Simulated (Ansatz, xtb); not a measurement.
# Two isomers of C4H3ClN2

We compare X, `Clc1cncnc1`, a singlet, with Y, `Clc1cnccn1`, a singlet. Both are isolated molecules in the gas phase, relaxed with B3LYP-D3(BJ)/def2-SVP.

X (Å):

```xyz
10

C    -0.8564   -1.0802    1.1969
C    -0.6399   -1.7807    2.3877
C     0.7229   -3.2208    1.2751
C    -0.2102   -1.5491    0.0488
Cl   -1.8863    0.3157    1.1459
N     0.1513   -2.8517    2.4231
N     0.5796   -2.6208    0.0917
H    -1.1199   -1.4593    3.3184
H     1.3733   -4.1023    1.3073
H    -0.3427   -1.0404   -0.9122
```

Y (Å):

```xyz
10

C    -0.7968   -0.8922    1.5982
C    -0.7986   -2.0607    2.3833
C     0.4541   -3.0917    0.7859
C     0.4462   -1.9243    0.0192
Cl   -1.6351    0.5218    2.1824
N    -0.1701   -3.1535    1.9670
N    -0.1851   -0.8213    0.4340
H    -1.3170   -2.0861    3.3466
H     0.9737   -3.9907    0.4389
H     0.9582   -1.8765   -0.9476
```

Energies in hartree; the thermal terms are from GFN2-xTB frequencies at re-optimised GFN2-xTB minima (ideal gas, soft modes damped towards free rotors, one conformer each, 298.15 K, 1 atm) and include the zero-point energy:

```
                              X           Y
E, CCSD(T)/def2-SVP  −722.291608  −722.288102
    E, MP2/def2-SVP  −722.215954  −722.214324
  E, MP2/def2-TZVPP  −722.907082  −722.905155
  zero-point energy     0.064364     0.064130
       H(298 K) − E     0.070886     0.070670
       G(298 K) − E     0.035070     0.034135
```

Problem. Correct the CCSD(T) difference for the basis set by the MP2 change, then work out ΔE, ΔE₀, ΔH and ΔG for X → Y in kcal/mol (1 Eh = 627.51 kcal/mol) and the equilibrium ratio [Y]/[X].

Solution. 1. Differences Y − X: CCSD(T) +0.003506, MP2 in the small set +0.001630, MP2 in the large set +0.001927 Eh.
2. ΔE = +0.003506 + (+0.001927 − (+0.001630)) = +0.003803 Eh = +2.39 kcal/mol.
3. ΔE₀ = ΔE + ΔZPE = +0.003803 + (−0.000234) Eh = +2.24 kcal/mol.
4. ΔH = ΔE + (−0.000216) Eh = +2.25 kcal/mol.
5. ΔG = ΔE + (−0.000935) Eh = +1.80 kcal/mol, so ΔS = (ΔH − ΔG)/T = +6.3 J/(mol K).
6. kT = 0.9442 mEh, so K = [Y]/[X] = exp(−ΔG/kT) = exp(−3.04) ≈ 0.048.

Structure X is favoured at this temperature. An error of 1 kcal/mol in ΔG would change K by a factor of 5.4. Mirror images and further conformers aren't counted.

As drawn, both hold the same kinds of bond in the same numbers.

Other levels gave ΔE = +3.6 (GFN2-xTB); +1.4 (HF/STO-3G, GFN2-xTB geometries); +1.0 (r2SCAN-D4/def2-SVP, GFN2-xTB geometries); +1.1 (B3LYP-D3(BJ)/def2-SVP); +4.0 (HF/def2-SVP); +1.0 (MP2/def2-SVP); +2.2 (CCSD(T)/def2-SVP) kcal/mol. The correlated steps freeze 11 core orbitals. Programs: Ansatz 0.2.0, xtb 6.7.1.
